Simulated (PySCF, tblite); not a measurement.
C6H9PS2.
Numbering: `[CH3:1][CH2:2][P@@H:3](=[S:4])[c:5]1[cH:6][cH:7][cH:8][s:9]1` (hydrogens: H10, H11, H12 on C1; H13, H14 on C2; H15 on P3; H16 on C6; H17 on C7; H18 on C8)

The geometry is computed with GFN2-xTB (gas phase).

Q: Give the optimised bond lengths and angles.

A: 
| bond | length (Å) | order |
| --- | --- | --- |
| C1–C2 | 1.522 | single |
| C2–P3 | 1.843 | single |
| P3=S4 | 1.926 | double |
| P3–C5 | 1.798 | single |
| C5–C6 | 1.366 | aromatic |
| C6–C7 | 1.409 | aromatic |
| C7–C8 | 1.359 | aromatic |
| C8–S9 | 1.715 | aromatic |
| C5–S9 | 1.738 | aromatic |
| C1–H10, C1–H11, C1–H12 | 1.089 | single |
| C2–H13 | 1.093 | single |
| C2–H14 | 1.096 | single |
| P3–H15 | 1.404 | single |
| C6–H16 | 1.076 | single |
| C7–H17 | 1.075 | single |
| C8–H18 | 1.072 | single |

Bonds in one row agree within 0.01 Å and their mean is given. Orders are formal, as drawn. A selection of angles:
| angle | degrees |
| --- | --- |
| C1–C2–P3 | 109.2 |
| C2–P3–S4 | 116.6 |
| C2–P3–C5 | 105.2 |
| S4–P3–C5 | 115.1 |
| P3–C5–C6 | 125.7 |
| P3–C5–S9 | 122.9 |
| C6–C5–S9 | 111.4 |
| C5–C6–C7 | 112.7 |
| C6–C7–C8 | 112.6 |
| C7–C8–S9 | 112.5 |
| C5–S9–C8 | 90.8 |

Torsions: C1–C2–P3–S4 59° (synclinal); C2–P3–C5–C6 -130° (anticlinal).

The 5-membered ring C5–C6–C7–C8–S9 has internal angles of 90.8° to 112.7° (sum 540°, against 540° for a flat polygon); it is planar, 0.00 Å rms from its mean plane, widest ring torsion 0°. The 2 C–P bonds span 1.798 Å (P3–C5, drawn single) to 1.843 Å (C2–P3, drawn single), a spread of 0.045 Å. P3 (phosphorus bonded to 2 C, S and H) is distorted tetrahedral (angles from 100.6° to 116.6°). Of the pairs four or more bonds apart, S9···H13 is among the closest relative to their van der Waals radii: 3.03 Å, 101 % of the sum of Bondi's values. S9 (thiophene-type sulfur) is bent (angle 90.8°). The 4 C–C bonds span 1.359 Å (C7–C8, aromatic) to 1.522 Å (C1–C2, drawn single), a spread of 0.163 Å. The C–S distances run from 1.715 Å (C8–S9, aromatic) to 1.738 Å (C5–S9, aromatic), a spread of 0.023 Å.

Point group: C1 (no symmetry element, even within 0.4 Å). Its GFN2-xTB frequencies are all real (lowest 30 cm⁻¹). The numbers are those of one conformer.
